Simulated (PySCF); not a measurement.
## A small calculation by hand: oscillator strength and radiative lifetime

Bi(F)2(TeH) (BiF₂HTe), SMILES [F][Bi]([F])[TeH].

The structure is a stationary point at B3LYP-D3(BJ)/def2-SVP. The def2 effective core potentials stand for the cores of Bi, Te; spin–orbit coupling is left out.

TDA-ωB97X/def2-SVPD (PySCF 2.14.0) puts the first singlet state with f over 0.02 at 6.10 eV (vertical), with the transition dipole (-1.294, 0.892, 0.882) in atomic units.

**Question.** Find the oscillator strength, the wavelength and the radiative lifetime that this transition would have in vacuum if emission retraced absorption.

**Answer.** 
|μ|² = 3.2480 au, so |μ| = 4.58 D. ΔE = 6.10/27.211 = 0.2242 hartree. f = (2/3) ΔE |μ|² = 0.485 (the program prints 0.485).
λ = 1239.84/6.10 = 203 nm; ν = 49200 cm⁻¹.
Einstein's coefficient A = 0.6670 ν² f s⁻¹ (ν in cm⁻¹) = 7.8e8 s⁻¹, so τ = 1/A = 1.3 ns. This state is S7; the lower singlets have f = 0.001, 0.002, 0.006, 0.004, 0.016, 0.012. The figure is the radiative limit of this one transition; relaxation, internal conversion, crossing to triplets and a medium change what is measured.
